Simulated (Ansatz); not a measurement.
Isomers of C₂H₅FOSi, relaxed with PBE0-D4/def2-TZVP in Ansatz; electronic energies, one conformer each and not always the lowest. Functionals use def2-TZVPP; CBS adds triple-zeta CCSD(T) − MP2 to the MP2 limit of def2-TZVPP and def2-QZVPP.

(1) Order them by energy at frozen-core CCSD(T)/CBS, lowest first. (Best estimate.)
A. `F[SiH2]C1CO1`
B. `FC1OC[SiH2]1`
C. `F[C@H]1O[C@H]1[SiH3]`
D. `C[C@H]1O[Si@H]1F`
E. `C=C(F)O[SiH3]`
F. `FC1CO[SiH2]1`

(2) How do PBE0-D4, B2PLYP, r2SCAN-D4, B3LYP-D4 place them (kJ/mol, against `C[C@H]1O[Si@H]1F`)? (Best estimate.)

Results:

(1) D (0.0 kJ/mol), A (118.3 kJ/mol), E (147.0 kJ/mol), F (174.3 kJ/mol), B (291.5 kJ/mol), C (308.6 kJ/mol).

(2) The calculation gave: 
```tsv
isomer	PBE0-D4	B2PLYP	r2SCAN-D4	B3LYP-D4
`C=C(F)O[SiH3]`	138.5	135.7	139.7	125.9
`FC1CO[SiH2]1`	160.7	173.4	175.5	166.9
`FC1OC[SiH2]1`	271.0	289.9	286.8	279.9
`F[SiH2]C1CO1`	112.4	117.4	120.6	115.9
`F[C@H]1O[C@H]1[SiH3]`	285.6	303.2	297.6	295.4
```

B3LYP here is the variant with VWN-RPA as its local correlation; programs differ in this.
